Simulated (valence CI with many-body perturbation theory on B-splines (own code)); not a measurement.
# Re3+: M1 decay

Calculated by configuration interaction combined with many-body perturbation theory (CI+MBPT): four valence electrons over a frozen Dirac-Fock core [Xe] 4f14, a basis of 9 s, 9 p, 10 d, 8 f, 5 g, 3 h, 1 i functions for each j, with the one-electron correlation potential Σ1 (screened to all orders), the two-electron term Σ2, the three-electron term Σ3, Breit, model QED; selected single and double excitations, second order for the rest, scaled by the run's own slope (own B-spline code, finite nucleus).

Set against measurement, 62 paired levels are off by 914 cm⁻¹ on average, the worst by 1875. These come from a selection out of Brasseur, Gamrath and Quinet, At. Data Nucl. Data Tables 157, 101636 (2024). Levels without a partner in it may be off by more, other configurations by 1,000 to 8,000 cm⁻¹. Among the levels kept, up to 300 cm⁻¹ of a level comes from second order outside the variational space, and about a tenth of that is noise between levels of different J, which matters for small intervals. Only levels of the ground parity were solved; by the run's estimate the other parity begins above the list, which can be wrong where configurations are misplaced.

Lines 1 to 50 of 119 in falling wavelength, among levels below 9.956 eV, chosen from the decays that carry over 1 % of a level's rate. Wavelengths and rates use the calculated energies, so an error of 900 cm⁻¹ moves a line at 2400 nm by 22 % and its rate by three times that or more. S is in atomic units (e²a₀⁴ for E2 and M2, e²a₀⁶ for E3), for M1 in squared Bohr magnetons. Weak lines are less certain than strong ones. Lines between different terms over intervals too small for the method are left out, as are lines whose strength nearly cancels and 1 of this kind that miss the measured wavelength by over 7 %. Where a level lies close to another of its J and parity, the split of strength between their lines is uncertain.

Names give the largest LS component (configuration and term), which can be under half, so a name can repeat, a term be missing and a line seem to break the LS rules; names also repeat where a configuration has a term twice. Letters in brackets count levels of one name in rising energy.

| λ vac (nm) | λ from measured levels | Upper | Lower | Type | A (s⁻¹) | S (a.u.) |
| --- | --- | --- | --- | --- | --- | --- |
| 5419 | 5647 | 5d⁴ ⁵D_4 | 5d⁴ ⁵D_3 | M1 | 1.48e-01 | 7.84e+00 |
| 5214 | 5086 | 5d⁴ ³H_6 | 5d⁴ ³H_5 | M1 | 9.81e-02 | 6.70e+00 |
| 4188 | 4217 | 5d⁴ ⁵D_3 | 5d⁴ ⁵D_2 | M1 | 5.75e-01 | 1.10e+01 |
| 3526 | 3455 | 5d⁴ ⁵D_2 | 5d⁴ ⁵D_1 | M1 | 1.13e+00 | 9.18e+00 |
| 3420 | 3242 | 5d⁴ ⁵D_1 | 5d⁴ ⁵D_0 | M1 | 1.07e+00 | 4.76e+00 |
| 2591 | 2495 | 5d⁴ ³G_5 | 5d⁴ ³G_4 [b] | M1 | 2.28e-01 | 1.62e+00 |
| 2547 | 2511 | 5d⁴ ³H_5 | 5d⁴ ³H_4 | M1 | 1.16e+00 | 7.83e+00 |
| 2400 | 2467 | 5d⁴ ¹D_2 [b] | 5d⁴ ³D_1 | M1 | 6.21e-01 | 1.59e+00 |
| 2400 | 2396 | 5d⁴ ³D_3 | 5d⁴ ³P_2 [a] | M1 | 2.26e-01 | 8.10e-01 |
| 2292 | 2219 | 5d⁴ ³G_4 [a] | 5d⁴ ³G_3 | M1 | 1.35e+00 | 5.43e+00 |
| 2158 | 2221 | 5d⁴ ³P_2 [a] | 5d⁴ ³F_2 [a] | M1 | 1.04e-01 | 1.93e-01 |
| 2035 | 2062 | 5d⁴ ¹D_2 [a] | 5d⁴ ³P_2 [a] | M1 | 2.86e-01 | 4.47e-01 |
| 2034 | 2068 | 5d⁴ ³P_1 [a] | 5d⁴ ³P_0 [a] | M1 | 2.17e+00 | 2.03e+00 |
| 1945 | 1995 | 5d⁴ ³P_2 [a] | 5d⁴ ³P_1 [a] | M1 | 1.75e+00 | 2.39e+00 |
| 1839 | 1955 | 5d⁴ ³G_4 [b] | 5d⁴ ³H_5 | M1 | 7.47e-01 | 1.55e+00 |
| 1740 | 1746 | 5d⁴ ³G_5 | 5d⁴ ³G_4 [a] | M1 | 2.67e+00 | 5.73e+00 |
| 1600 | 1606 | 5d⁴ ³G_4 [b] | 5d⁴ ³G_3 | M1 | 1.36e-01 | 1.86e-01 |
| 1596 | 1672 | 5d⁴ ¹G_4 [a] | 5d⁴ ³G_5 | M1 | 1.05e+00 | 1.43e+00 |
| 1576 | 1665 | 5d⁴ ³P_2 [b] | 5d⁴ ¹D_2 [b] | M1 | 8.79e-01 | 6.37e-01 |
| 1537 | 1564 | 5d⁴ ¹D_2 [b] | 5d⁴ ¹D_2 [a] | M1 | 6.82e-01 | 4.59e-01 |
| 1517 | 1509 | 5d⁴ ³F_3 [a] | 5d⁴ ³F_2 [a] | M1 | 2.65e+00 | 2.40e+00 |
| 1477 | 1502 | 5d⁴ ³F_3 [a] | 5d⁴ ³G_3 | M1 | 1.40e+00 | 1.17e+00 |
| 1447 | 1465 | 5d⁴ ³H_4 | 5d⁴ ⁵D_4 | M1 | 3.00e+00 | 3.03e+00 |
| 1379 | 1414 | 5d⁴ ¹D_2 [b] | 5d⁴ ³D_3 | M1 | 3.31e+00 | 1.61e+00 |
| 1379 | 1391 | 5d⁴ ³D_1 | 5d⁴ ³P_2 [a] | M1 | 2.35e+00 | 6.84e-01 |
| 1355 | 1397 | 5d⁴ ³G_5 | 5d⁴ ³H_6 | M1 | 1.74e+00 | 1.77e+00 |
| 1353 | 1332 | 5d⁴ ¹G_4 [a] | 5d⁴ ³D_3 | M1 | 2.27e-01 | 1.88e-01 |
| 1337 | 1356 | 5d⁴ ³G_4 [a] | 5d⁴ ³H_4 | M1 | 5.68e+00 | 4.54e+00 |
| 1142 | 1163 | 5d⁴ ³H_4 | 5d⁴ ⁵D_3 | M1 | 9.34e-01 | 4.64e-01 |
| 1136 | 1153 | 5d⁴ ³D_3 | 5d⁴ ³F_2 [a] | M1 | 2.92e+00 | 1.11e+00 |
| 1114 | 1148 | 5d⁴ ³D_3 | 5d⁴ ³G_3 | M1 | 4.02e+00 | 1.44e+00 |
| 1076 | 1096 | 5d⁴ ³G_5 | 5d⁴ ³H_5 | M1 | 2.99e+00 | 1.52e+00 |
| 1068 | 1099 | 5d⁴ ³G_4 [b] | 5d⁴ ³H_4 | M1 | 2.49e+00 | 1.01e+00 |
| 1060 | 1080 | 5d⁴ ¹F_3 | 5d⁴ ¹D_2 [a] | M1 | 1.04e+00 | 3.21e-01 |
| 1057 | 1096 | 5d⁴ ¹D_2 [b] | 5d⁴ ³F_3 [a] | M1 | 3.79e-01 | 8.29e-02 |
| 1054 | 1053 | 5d⁴ ¹I_6 | 5d⁴ ³H_6 | M1 | 4.64e+00 | 2.62e+00 |
| 1047 | 1069 | 5d⁴ ¹D_2 [a] | 5d⁴ ³F_2 [a] | M1 | 3.27e+00 | 6.97e-01 |
| 1041 | 1046 | 5d⁴ ¹G_4 [a] | 5d⁴ ³F_3 [a] | M1 | 4.83e+00 | 1.82e+00 |
| 1028 | 1066 | 5d⁴ ¹D_2 [a] | 5d⁴ ³G_3 | M1 | 9.51e-01 | 1.92e-01 |
| 997.7 | 1031 | 5d⁴ ³G_3 | 5d⁴ ⁵D_4 | M1 | 4.79e-01 | 1.24e-01 |
| 994.7 | 1014 | 5d⁴ ¹D_2 [a] | 5d⁴ ³P_1 [a] | M1 | 9.12e-01 | 1.66e-01 |
| 987.8 | 1001 | 5d⁴ ¹G_4 [a] | 5d⁴ ³G_4 [b] | M1 | 4.52e+00 | 1.45e+00 |
| 982.5 | 1007 | 5d⁴ ¹F_3 | 5d⁴ ³D_3 | M1 | 5.91e+00 | 1.46e+00 |
| 922.8 | 925.2 | 5d⁴ ³H_5 | 5d⁴ ⁵D_4 | M1 | 8.40e-01 | 2.69e-01 |
| 876.9 | 872.1 | 5d⁴ ¹I_6 | 5d⁴ ³H_5 | M1 | 5.84e+00 | 1.90e+00 |
| 875.8 | 889.3 | 5d⁴ ¹D_2 [b] | 5d⁴ ³P_2 [a] | M1 | 4.39e+00 | 5.46e-01 |
| 843.9 | 875.7 | 5d⁴ ³P_0 [a] | 5d⁴ ⁵D_1 | M1 | 3.18e+01 | 7.08e-01 |
| 842.6 | 872.1 | 5d⁴ ³G_3 | 5d⁴ ⁵D_3 | M1 | 5.86e+00 | 9.09e-01 |
| 841.3 | 855.3 | 5d⁴ ³D_1 | 5d⁴ ³F_2 [a] | M1 | 3.90e+00 | 2.58e-01 |
| 832.6 | 853.9 | 5d⁴ ¹G_4 [a] | 5d⁴ ³G_4 [a] | M1 | 6.10e+00 | 1.18e+00 |
